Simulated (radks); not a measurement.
Results of a calculation; reference values are marked as such.
Species: Ir52+. Configuration: [Ar] 3d7 (the NIST ground configuration).

Code: a radial shooting solver on a logarithmic mesh with Libxc functionals. Model: scalar-relativistic Kohn-Sham, LB94 model potential, spin-polarised, spherical densities, finite nucleus; open shells are filled with parallel spins first (spin-orbit coupling, left out, can overturn this in heavy ions); Fermi nuclear charge, rms radius 5.4032 fm.

Energy parts (eV):
kinetic: 476467.19
electron-nucleus: -959488.93
Hartree: 66387.31
(The LB94 potential has no energy functional, so no total or exchange-correlation energy is given.)

Orbitals (lengths in bohr, moments of r in powers of bohr; r(max) is where P^2 peaks; r(90%) holds 90 % of the orbital's charge):
orbital	occ.	eigenvalue (eV)	r(max)	r(90%)	<r>	<r^4>
1s up	1	-79539.33	0.01082	0.0318	0.01742	4.779e-07
1s down	1	-79539.81	0.01082	0.0318	0.01742	4.779e-07
2s up	1	-16494.32	0.06214	0.114	0.07324	0.00006938
2s down	1	-16492.98	0.06213	0.113	0.07320	0.00006920
2p up	3	-14758.18	0.05121	0.107	0.06582	0.00005513
2p down	3	-14757.66	0.05120	0.107	0.06578	0.00005496
3s up	1	-6005.909	0.1723	0.269	0.1843	0.002221
3s down	1	-5989.969	0.1724	0.269	0.1845	0.002229
3p up	3	-5494.561	0.1702	0.273	0.1834	0.002316
3p down	3	-5478.686	0.1703	0.273	0.1836	0.002326
3d up	5	-4976.963	0.1369	0.252	0.1640	0.001646
3d down	2	-4961.101	0.1368	0.252	0.1641	0.001652

The highest occupied level is 3d down at -4961.1 eV. The density falls to 0.001 e/bohr^3 at r = 0.60 bohr. The electron density at the nucleus is 1.94e+06 e/bohr^3 (large components only).
